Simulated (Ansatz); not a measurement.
Consider the ligand exchange at the Sn–F bond: `[F][SnH]([Cl])[Cl]` + CH₃OH → `C[O][SnH]([Cl])[Cl]` + H–F.

Gas-phase electronic energies from Ansatz, PBE0-D4/def2-TZVP geometries. CBS: MP2 limit from def2 TZ/QZ plus the TZ coupled-cluster correction, frozen cores. This one scheme is used for every species. Functionals use def2-TZVPP. B3LYP here is the variant with VWN-RPA as its local correlation; programs differ in this. HSE06 is defined as in plane-wave codes. def2 core potentials past Kr. For Sn outer-core shells are correlated without core-valence functions, which leaves a few kJ/mol of doubt a bond. One conformer a species, not always the lowest.

`[F][SnH]([Cl])[Cl]`:

```xyz
5

F    -0.198    1.871    0.077
Sn   -0.155   -0.027   -0.013
Cl    1.178   -0.525   -1.810
Cl    0.907   -0.706    1.902
H    -1.733   -0.613   -0.156
```

CH₃OH:

Cartesian coordinates in Å:
```
C 0.162 -0.312 0.060
O -0.361 0.959 0.372
H 0.585 -0.718 0.979
H 0.961 -0.262 -0.691
H -0.610 -1.005 -0.296
H -0.738 1.338 -0.424
```

`C[O][SnH]([Cl])[Cl]`:

Cartesian coordinates in Å:
```
C -1.243 -0.616 0.546
O -0.093 -0.983 -0.191
Sn 1.264 0.324 -0.630
Cl 0.240 2.033 -1.802
Cl 2.005 1.260 1.350
H -1.838 0.142 0.025
H -1.855 -1.513 0.665
H -0.987 -0.239 1.542
H 2.507 -0.409 -1.506
```

H–F:

Z-matrix (Å, degrees):
```
F
H 1 0.920
```

```tsv
level	ΔE (kJ/mol)	difference from CCSD(T)/CBS
LDA (SPW92)	21.9	4.4
PBE-D4	25.7	8.2
BLYP-D4	25.9	8.4
r2SCAN-D4	28.4	10.9
B97M-V	33.3	15.8
PBE0-D4	25.0	7.5
B3LYP-D4	26.0	8.5
r2SCANh-D4	27.7	10.2
r2SCAN0-D4	26.9	9.4
HSE06-D4	24.9	7.4
BHLYP-D4	26.6	9.1
CAM-B3LYP-D4	29.2	11.7
ωB97X-V	28.7	11.2
ωB97M-V	27.6	10.1
PBE-QIDH	22.6	5.1
PBE	32.0	14.5
BLYP	38.1	20.6
r2SCAN	30.3	12.8
PBE0	30.7	13.2
B3LYP	35.9	18.4
r2SCANh	29.8	12.3
r2SCAN0	29.2	11.7
HSE06	30.4	12.9
BHLYP	35.5	18.0
CAM-B3LYP	35.3	17.8
LC-ωPBE	34.1	16.6
RPA@PBE/def2-TZVPP	19.2	1.7
HF/def2-SVP	37.3	19.8
MP2/def2-SVP	23.0	5.5
CCSD/def2-SVP	27.5	10.0
CCSD(T)/def2-SVP	25.3	7.8
HF/def2-TZVPP	38.8	21.3
SCS-MP2/def2-TZVPP	18.5	1.0
CCSD/def2-TZVPP	20.8	3.3
CCSD(T)/def2-TZVPP	17.7	0.2
HF/def2-QZVPP	41.0	23.5
MP2/def2-QZVPP	13.1	-4.4
SCS-MP2/def2-QZVPP	19.3	1.8
HF/CBS(def2)	41.3	23.8
CCSD/CBS(def2)	20.6	3.1
CCSD(T)/CBS	17.5	0
```

What do rigid-rotor, harmonic-oscillator terms from PBE0-D4/def2-TZVP frequencies (298.15 K, 1 bar) make of the CCSD(T)/CBS value? (Estimate.)

Ansatz gave: ΔZPE = -5.8 kJ/mol, ΔH = +14.9 kJ/mol, ΔS = -16 J/(mol·K), ΔG = +19.6 kJ/mol.

Largest T1 diagnostic among the species: 0.013.

At CCSD(T), def2-SVP lies +7.8 kJ/mol from the extrapolated value and def2-TZVPP +0.2 kJ/mol. In def2-TZVPP, CCSD(T) changes the Hartree–Fock value by −21.1 kJ/mol (the triples alone add −3.1 kJ/mol) and MP2 by −26.4 kJ/mol. The D4 term adds −10.0 kJ/mol with B3LYP and −5.8 kJ/mol with PBE0; it sums over pairs of atoms, weighted by their polarisabilities, and B3LYP, whose exchange is more repulsive, gets the larger term.
